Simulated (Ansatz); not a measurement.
A further run on Si₂Sn₅.

```yaml
crystal:
  periodic: [false, false, false]
  atoms:
    - {symbol: Si, position_ang: [-0.706628, -0.145142, 0.904787]}
    - {symbol: Si, position_ang: [-0.561958, -2.149186, -0.528678]}
    - {symbol: Sn, position_ang: [-2.078583, -0.034830, -1.491889]}
    - {symbol: Sn, position_ang: [-0.817202, 2.414149, -0.135002]}
    - {symbol: Sn, position_ang: [1.056653, 0.155441, -1.390773]}
    - {symbol: Sn, position_ang: [1.502055, 1.402092, 1.513985]}
    - {symbol: Sn, position_ang: [1.605664, -1.642523, 1.127560]}
basis:
  gaussian: {orbitals: STO-3G, nuclear_model: gaussian}
hamiltonian: {xc: {name: B3LYP5}}
output: {forces: true}
```

```sh
$ ansatz run in.yaml --threads 4 --pin off --events-out ev --progress --plain --max-ram 4787MiB
```

It prints (some lines left out):

```
Functional definition: B3LYP5
2017 factors; integrals over basis functions are off by at most 3.1e-5 eV
mean field evaluation 1: about -827156.9530 eV, gradient 2.2e1 eV
mean field evaluation 2: about -827141.2234 eV, gradient 6.3e1 eV
mean field evaluation 4: about -827159.4302 eV, gradient 2.6e0 eV
mean field evaluation 8: about -827159.4864 eV, gradient 3.4e-1 eV
mean field evaluation 16: about -827159.4870 eV, gradient 9.0e-6 eV
mean field -827159.48696992 eV, -30397.5504773070 hartree, gradient 8.8e-6 eV, S^2 0.000000; 0 other end points of the search recorded, 0 dependent functions left out
reference -827159.48721557 eV, -30397.5504863345 hartree; 139, 139 occupied and 14, 14 virtual orbitals, 2017 factors
Total energy: -827159.48721557 eV, -30397.5504863345 hartree
Atom 0 at    -0.706628    -0.145142     0.904787 Å, force     0.444028     0.212797    -0.493899 eV/Å
Atom 1 at    -0.561958    -2.149186    -0.528678 Å, force     0.641340     1.769151     0.183767 eV/Å
Atom 2 at    -2.078583    -0.034830    -1.491889 Å, force     2.259075     0.170890     1.275403 eV/Å
Atom 3 at    -0.817202     2.414149    -0.135002 Å, force     0.967602    -2.328007    -0.037583 eV/Å
Atom 4 at     1.056653     0.155441    -1.390773 Å, force    -1.585576    -0.265488     2.067121 eV/Å
Atom 5 at     1.502055     1.402092     1.513985 Å, force    -1.339967    -1.321040    -1.678296 eV/Å
Atom 6 at     1.605664    -1.642523     1.127560 Å, force    -1.386502     1.761696    -1.316513 eV/Å
Dipole moment:    -0.196124    -0.171605     0.170522 e Å
```

Hardware: 4 threads of Arm Neoverse V2 on a shared host. Wall time 11 s, peak host memory 1.1 GiB.
